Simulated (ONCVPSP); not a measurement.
What one change does to a pseudopotential (Cu, ONCV)

```json
{"Element": "Cu (Z = 29)", "Generator": "ONCVPSP 4.0.1", "Type": "optimised norm-conserving Vanderbilt (ONCV)", "Functional": "PW91", "Relativity": "scalar-relativistic", "Frozen core": "[Ne]", "Valence charge": "19", "Reference configuration": "3s2 3p6 3d9 4s2", "Partial waves": "3s+4s: rc 1.40 bohr, ncon 3, nbas 6, qcut 6.9 1/bohr, 3 projectors, debl 3.5 Ha; 3p: rc 0.70 bohr, ncon 4, nbas 7, qcut 12.9 1/bohr, 2 projectors, debl 2.1 Ha; 3d: rc 1.50 bohr, ncon 3, nbas 8, qcut 12.7 1/bohr, 2 projectors, debl 3.9 Ha", "Local potential": "polynomial inside 0.55 bohr (lpopt 5, dvloc0 0 Ha)", "Core correction": "Teter function, fcfact 1.75, rcfact 1.45"}
```

In the p channel the program set the typed energies aside and used -2.843, 0.250 Ha.

Change: d: qcut 9.5.

Cutoffs: the cutoffs (Ha) at which the residual kinetic energy of the hardest occupied pseudo-wave falls to 1 and 0.1 mHa per electron; they do not see the model core or the augmentation charge, which bear on the density cutoff. Errors are all-electron minus pseudo energies relative to the spin-unpolarised reference configuration.

Problem. How do hardness, ghosts and transferability respond?

Solution. The potential gets neither clearly harder nor softer (84 Ha and 256 Ha → 84 Ha and 256 Ha); the p channel sets the loose cutoff, while the largest relative change is in d, which becomes softer; of the 4 tests that both files solve, the error grows in 3 and shrinks in 0 by more than 15 % and 0.3 meV (median size 14.1 → 33.9 meV); neither file shows a bound ghost.

| quantity | base | changed |
| --- | --- | --- |
| cutoff, loose | 84 Ha | 84 Ha |
| cutoff, tight | 256 Ha | 256 Ha |
| loose cutoff by channel | s 17 Ha, p 84 Ha, d 55 Ha | s 17 Ha, p 84 Ha, d 38 Ha |
| bound ghosts | none | none |
| GHOST(+) flags under 300 eV | none | none |
| error for 3s2 3p6 3d10 4s1, meV [ΔE -1.99 eV] | +22 | +58 |
| error for 3s2 3p6 3d10 4s0, meV [ΔE 6.21 eV] | +47 | +107 |
| error for 3s2 3p6 3d9 4s0, meV [ΔE 27.65 eV] | +5.7 | +10 |
| error for 3s2 3p6 3d9 4s1 4p1, meV [ΔE 4.87 eV] | 0.0 | +0.3 |
| s: phases at 1.42 bohr within 0.05 rad from the reference energy up to (Ha; the scan ends near 5) | to the end of the scan | to the end of the scan |
| p: phases at 0.71 bohr within 0.05 rad from the reference energy up to (Ha; the scan ends near 5) | to the end of the scan | to the end of the scan |
| d: phases at 1.52 bohr within 0.05 rad from the reference energy up to (Ha; the scan ends near 5) | to the end of the scan | to the end of the scan |
| rms error of d²Exc/dni dnj with the model core, mHa | 1.22 | 2.08 |
